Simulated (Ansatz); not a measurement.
Consider the substitution at a C–S bond: `CSB(Cl)Cl` + `OB(O)Br` → `COB(O)Br` + `SB(Cl)Cl`.

Isolated molecules relaxed with PBE0-D4/def2-TZVP in Ansatz; ΔE leaves out vibrations. CCSD(T)/CBS adds triple-zeta CCSD(T) − MP2 to the extrapolated MP2 energy (def2 sets, frozen cores). For Br outer-core shells are correlated without core-valence functions, which leaves a few kJ/mol of doubt a bond. Scalar relativity is left out up to krypton. Each species was taken in one conformer, which may not be the lowest.

`CSB(Cl)Cl`:

```xyz
8

C     0.320    0.244   -1.246
S    -0.932    0.711   -0.030
B    -0.480   -0.194    1.429
Cl    0.904   -1.263    1.507
Cl   -1.488    0.013    2.844
H     1.312    0.532   -0.906
H     0.076    0.784   -2.161
H     0.289   -0.827   -1.437
```

`OB(O)Br`:

Z-matrix (Å, degrees):
```
B
O 1 1.347
Br 1 1.936 2 117.8
O 1 1.354 2 121.5 3 -180.0
H 2 0.962 1 112.1 3 180.0
H 4 0.960 1 113.7 2 -180.0
```

`COB(O)Br`:

Cartesian coordinates in Å:
```
C -0.660 -1.307 0.106
O 0.113 -0.391 -0.643
B 0.484 0.822 -0.216
O 1.224 1.603 -1.030
Br -0.023 1.484 1.556
H -1.636 -0.885 0.355
H -0.149 -1.587 1.030
H -0.797 -2.192 -0.514
H 1.444 2.453 -0.643
```

`SB(Cl)Cl`:

```xyz
5

S     0.572   -1.122   -0.646
B    -0.413    0.115    0.187
Cl   -2.063   -0.297    0.580
Cl    0.212    1.691    0.610
H     1.692   -0.387   -0.731
```

| level | ΔE (kJ/mol) |
| --- | --- |
| HF/def2-TZVPP | 37.7 |
| CCSD/def2-TZVPP | 45.0 |

**Question.** What does CCSD(T)/CBS give? (Estimate.)

**Answer.** Computed: +50.1 kJ/mol. The listed levels differ from it by -12.4, -5.1 kJ/mol.

**Question.** What do rigid-rotor, harmonic-oscillator terms from PBE0-D4/def2-TZVP frequencies (298.15 K, 1 bar) make of the CCSD(T)/CBS value? (An estimate is asked.)

**Answer.** The calculation gave: ΔZPE = -3.6 kJ/mol, ΔH = +46.7 kJ/mol, ΔS = 5 J/(mol·K), ΔG = +45.2 kJ/mol.

Largest T1 diagnostic among the species: 0.012.

In def2-TZVPP, CCSD(T) changes the Hartree–Fock value by +8.9 kJ/mol (the triples alone add +1.7 kJ/mol) and MP2 by +15.4 kJ/mol. At CCSD(T), def2-SVP lies −15.1 kJ/mol from the extrapolated value and def2-TZVPP −3.5 kJ/mol.
